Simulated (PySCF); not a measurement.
## Computed structure and properties of [Gd(H2O)3]3+

System: [Gd(H2O)3]3+ (singlet in the valence; each metal's 4f electrons, 7 of them, lie in its core potential, out of spins and levels); start: displaced along the imaginary mode (D3). Method: PySCF 2.14.0, RKS B3LYP, Gd lcecp-1-SVP with ECP53, O def2-SVP, H def2-SVP; non-relativistic Hamiltonian with scalar-relativistic core potentials where named; density fitting; no spin-orbit coupling.

Input of the relaxation:

```python
mol = gto.M(atom='''
Gd     0.00000     0.00000     0.00000
O      2.30190     0.00001     0.00000
H      2.92125    -0.24999     0.77371
H      2.92125     0.25001    -0.77371
O     -1.15096     1.99350    -0.00000
H     -1.24413     2.65487     0.77371
H     -1.67714     2.40487    -0.77371
O     -1.15094    -1.99351     0.00000
H     -1.67712    -2.40488     0.77371
H     -1.24411    -2.65488    -0.77371''',
    basis={'Gd': 'lcecp-1-SVP', 'O': 'def2-SVP', 'H': 'def2-SVP'},
    ecp={'Gd': 'lcecp-1-SVP'},
    charge=3, spin=0)
mf = dft.RKS(mol, xc='B3LYP')
mf.grids.atom_grid = (50, 194)  # f atoms: unpruned, at least (60, 302)
mf = mf.density_fit()  # fitting sets: Gd AutoAux, O def2-universal-JKFIT, H def2-universal-JKFIT
mf.conv_tol = 1e-08; mf.max_cycle = 55
mf.kernel(dm0)  # dm0: converged density of the start geometry
# quasi-Newton relaxation in Cartesian coordinates to a largest gradient under 0.00045 Eh/bohr, steps kept in the point group
```

Run from Python with OMP_NUM_THREADS=2; the lines above give its settings. Where DIIS fails, smearing, a level shift and second-order steps follow.
It took 110 s on 2 threads of Arm Neoverse V2, with other jobs on the host, from the converged density of the start.

Course of the relaxation:

```csv
step,energy above end (eV),largest force component within the symmetry (eV/Å)
0,0.2570,1.135
1,0.1116,0.111
2,0.1043,0.047
3,0.0979,0.187
4,0.0934,0.298
5,0.0845,0.266
6,0.0636,0.039
7,0.0634,0.530
22,0.0012,0.027
23,0.0008,0.077
24,0.0005,0.008
25,0.0003,0.008
26,0.0001,0.045
27,0.0000,0.005
```
(The steps between are left out.)

Relaxed geometry (D3):

```xyz
10

Gd    0.0000    0.0000    0.0000
O     2.2892    0.0000    0.0000
H     2.9078   -0.7561    0.1693
H     2.9078    0.7562   -0.1693
O    -1.1446    1.9825    0.0000
H    -0.7991    2.8963    0.1693
H    -2.1088    2.1402   -0.1693
O    -1.1446   -1.9825    0.0000
H    -2.1088   -2.1402    0.1693
H    -0.7991   -2.8963   -0.1693
```

```csv
contact,Å
Gd1–O2 (H2O),2.289
Gd1–O5 (H2O),2.289
Gd1–O8 (H2O),2.289
```

On the finer grid (75, 302):

The HOMO is -24.80 eV and the LUMO is -17.37 eV. The dipole about the centre of mass is 0.00 D. The set of Mulliken populations of Gd1 outside the core potential is s 2.13, p 6.16, d 0.72, f 0.04. The D3(BJ) dispersion energy (not in the energies) is -0.278 eV.

```tsv
atom	Mulliken (e)	Löwdin (e)	spin (e)
Gd1	1.95	1.66	0.00
O2	-0.31	0.02	0.00
H3	0.33	0.21	0.00
H4	0.33	0.21	0.00
O5	-0.31	0.02	0.00
H6	0.33	0.21	0.00
H7	0.33	0.21	0.00
O8	-0.31	0.02	0.00
H9	0.33	0.21	0.00
H10	0.33	0.21	0.00
```

The 4f levels lie in the core potential and are missing. Their spin isn't counted.

On the grid (50, 194), as all that follows. Harmonic modes: a minimum within the noise of the softest modes; lowest -18 cm⁻¹ (negative: unstable), highest 3548 cm⁻¹, zero-point energy 1.973 eV.

Taking off one H2O (charge 0, singlet; the rest: singlet) in vacuum, both parts rigid, costs 3.79 eV; the small basis without counterpoise inflates it. Parting with an electron moved from the ligand to the metal can be far cheaper, even downhill.

Rigid scan of H2O along the line from its metal:

distance to O2 (Å), energy (eV) and a bar:
```
     1.99      0.687 ##############################
     2.09      0.261 ###########
     2.19      0.056 ##
     2.29      0.000 
     2.39      0.043 ##
     2.49      0.149 #######
     2.69      0.460 ####################
```

One start shape was tried, so this needn't be the lowest isomer.

An lcecp potential fixes the number of 4f electrons, so in runs with it no electron can move into or out of that shell.
